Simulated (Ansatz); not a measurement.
Consider the redistribution: `[F][Ga]([SiH3])[Cl]` + `N[SiH2]F` → `[NH2][Ga]([F])[Cl]` + `F[SiH2][SiH3]`.

Program: Ansatz. Geometries: PBE0-D4/def2-TZVP. ΔE: electronic, gas phase. CCSD(T)/CBS is the MP2 limit (def2-TZVPP, def2-QZVPP) plus CCSD(T) − MP2 in def2-TZVPP, frozen cores. DFT in def2-TZVPP. For Ga outer-core shells are correlated without core-valence functions, which leaves a few kJ/mol of doubt a bond. Scalar relativity is left out up to krypton. One conformer a species, not always the lowest.

| level | ΔE (kJ/mol) |
| --- | --- |
| ωB97M-V | 79.8 |
| B2PLYP | 75.3 |

(1) What does CCSD(T)/CBS give? (An estimate is asked.)

Largest T1 diagnostic among the species: 0.013.

Answers

(1) The calculation gave: +71.6 kJ/mol. The listed levels differ from it by 8.2, 3.7 kJ/mol.

At CCSD(T), def2-SVP lies −10.5 kJ/mol from the extrapolated value and def2-TZVPP −2.8 kJ/mol. Leaving LDA and LC-ωPBE aside and taking each functional with its dispersion term where it has one, the values, not all of them listed here, spread over 9.2 kJ/mol, from ωB97X-V to ωB97M-V.
